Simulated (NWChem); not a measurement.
System: CH$_{4}$BBrO; SMILES OB(Br)C

Input file for NWChem:

```
start job
memory heap 200 mb stack 900 mb global 1100 mb
geometry units angstroms
  B      0.679161     0.801209     0.181802
  Br    -0.537267    -0.654772    -0.130718
  C      0.566481     2.103364    -0.703404
  H      0.697213     1.873935    -1.759303
  H      1.305679     2.850962    -0.428992
  H     -0.421332     2.557818    -0.610679
  O      1.594568     0.696998     1.129578
  H      1.661740    -0.095765     1.665559
end
basis spherical
  * library 6-31g*
end
dft
  xc b3lyp
  iterations 150
end
driver
  maxiter 120
end
task dft optimize
task dft freq
```

NWChem printed, in part:

```
             Northwest Computational Chemistry Package (NWChem) 7.3.0
             --------------------------------------------------------

 CS  symmetry detected

                             Geometry "geometry" -> ""
                             -------------------------

 Output coordinates in angstroms (scale by  1.889725989 to convert to a.u.)

  No.       Tag          Charge          X              Y              Z
 ---- ---------------- ---------- -------------- -------------- --------------
    1 B                    5.0000     0.08881675    -0.93444106     0.00000000
    2 Br                  35.0000    -0.01246335     0.98571221     0.00000000
    3 C                    6.0000    -1.24623457    -1.77677789     0.00000000
    4 H                    1.0000    -1.85801647    -1.54449593     0.87151519
    5 H                    1.0000    -1.05609843    -2.84657308     0.00000000
    6 H                    1.0000    -1.85801647    -1.54449593    -0.87151519
    7 O                    8.0000     1.27019211    -1.52728273     0.00000000
    8 H                    1.0000     2.08013548    -1.01322790     0.00000000

 Effective nuclear repulsion energy (a.u.)     220.4747954600

      Symmetry information
      --------------------

 Group name             Cs
 Group number              2
 Group order               2
 No. of unique centers     7

                                Z-matrix (autoz)
                                --------

 Units are Angstrom for bonds and degrees for angles

[...]

      ----------------------
      Optimization converged
      ----------------------

  Step       Energy      Delta E   Gmax     Grms     Xrms     Xmax
  ---- ---------------- -------- -------- -------- -------- --------
@    6   -2714.56306519 -1.1D-07  0.00003  0.00001  0.00039  0.00122
                                     ok       ok       ok       ok

                                Z-matrix (autoz)
                                --------

 Units are Angstrom for bonds and degrees for angles

[...]

 Rotational Constants
 --------------------
 A=   0.285825 cm-1  (  0.411229 K)
 B=   0.092166 cm-1  (  0.132603 K)
 C=   0.070598 cm-1  (  0.101573 K)

 Temperature                      =   298.15K
 frequency scaling parameter      =   1.0000

 Zero-Point correction to Energy  =   35.609 kcal/mol  (  0.056746 au)
 Thermal correction to Energy     =   38.945 kcal/mol  (  0.062063 au)
 Thermal correction to Enthalpy   =   39.537 kcal/mol  (  0.063007 au)

 Total Entropy                    =   75.642 cal/mol-K
   - Translational                =   40.316 cal/mol-K (mol. weight = 122.9520)
   - Rotational                   =   26.253 cal/mol-K (symmetry #  =        1)
   - Vibrational                  =    9.073 cal/mol-K

 Cv (constant volume heat capacity) =   17.018 cal/mol-K
   - Translational                  =    2.979 cal/mol-K
   - Rotational                     =    2.979 cal/mol-K
   - Vibrational                    =   11.059 cal/mol-K

[normal modes left out]

 ----------------------------------------------------------------------------
 Normal Eigenvalue ||           Projected Infra Red Intensities
  Mode   [cm**-1]  || [atomic units] [(debye/angs)**2] [(KM/mol)] [arbitrary]
 ------ ---------- || -------------- ----------------- ---------- -----------
    1        0.000 ||    0.000067           0.002         0.066       0.015
    2        0.000 ||    0.000059           0.001         0.057       0.013
    3        0.000 ||    0.000375           0.009         0.366       0.082
    4        0.000 ||    0.000136           0.003         0.132       0.030
    5        0.000 ||    0.000004           0.000         0.004       0.001
    6        0.000 ||    0.000010           0.000         0.010       0.002
    7       93.538 ||    0.001174           0.027         1.144       0.255
    8      251.380 ||    0.001071           0.025         1.044       0.233
    9      321.870 ||    0.011928           0.275        11.628       2.593
   10      412.798 ||    0.000161           0.004         0.157       0.035
   11      507.262 ||    0.041013           0.946        39.981       8.916
   12      637.479 ||    0.141779           3.271       138.213      30.823
   13      862.099 ||    0.012941           0.299        12.615       2.813
   14      904.756 ||    0.008669           0.200         8.450       1.885
   15      948.955 ||    0.075442           1.740        73.544      16.401
   16     1161.347 ||    0.448937          10.357       437.646      97.601
   17     1357.131 ||    0.077021           1.777        75.083      16.745
   18     1420.435 ||    0.184312           4.252       179.677      40.070
   19     1493.984 ||    0.006951           0.160         6.776       1.511
   20     1502.015 ||    0.010396           0.240        10.135       2.260
   21     3049.471 ||    0.000439           0.010         0.428       0.095
   22     3108.143 ||    0.005498           0.127         5.360       1.195
   23     3133.105 ||    0.014884           0.343        14.510       3.236
   24     3754.711 ||    0.060663           1.400        59.138      13.189
 ----------------------------------------------------------------------------
```

Level: B3LYP/6-31G* (spherical d). This build's default masses of Se (78.918 u) and Br (79.917 u) are each other's, which moves their modes by up to 0.6 %. B3LYP is NWChem's, with the RPA form of VWN correlation.
